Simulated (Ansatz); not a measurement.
Start from `O[SiH](O)O[SiH](F)F` and change one atom or group to get `CC(=O)O[SiH](F)F`.

Ansatz, PBE0-D4/def2-TZVP geometries, multiplicity 1. Each molecule was computed in one conformer, which needn't be the lowest.

| property | `O[SiH](O)O[SiH](F)F` |
| --- | --- |
| HOMO energy (ωB97M-V/def2-TZVPP) / eV | -11.90 |
| HOMO–LUMO gap (PBE/def2-TZVPP) / eV | 7.36 |
| LUMO energy (B3LYP/def2-TZVPP) / eV | 0.14 |
| HOMO energy (B3LYP/def2-TZVPP) / eV | -9.19 |
| size of the dipole moment (PBE/def2-TZVPP) / D | 2.11 |
| LUMO energy (PBE/def2-TZVPP) / eV | -0.37 |

(1) Give the same properties after the change, and the shifts. (An estimate is asked.)

Answers

(1) Ansatz gave: 
```csv
property,`CC(=O)O[SiH](F)F`,shift
HOMO energy (ωB97M-V/def2-TZVPP) / eV,-11.10,0.80
HOMO–LUMO gap (PBE/def2-TZVPP) / eV,5.33,-2.03
LUMO energy (B3LYP/def2-TZVPP) / eV,-0.77,-0.91
HOMO energy (B3LYP/def2-TZVPP) / eV,-8.40,0.79
size of the dipole moment (PBE/def2-TZVPP) / D,2.39,0.28
LUMO energy (PBE/def2-TZVPP) / eV,-1.61,-1.24
```

With PBE0 the HOMO rises by 0.80 eV and the LUMO falls by 1.00 eV, so the gap narrows by about 1.80 eV. PBE moves the HOMO by 0.79 eV and ωB97M-V by 0.80 eV. Dipoles are sizes alone; their direction can turn.

B3LYP here is the variant with VWN-RPA as its local correlation; programs differ in this.
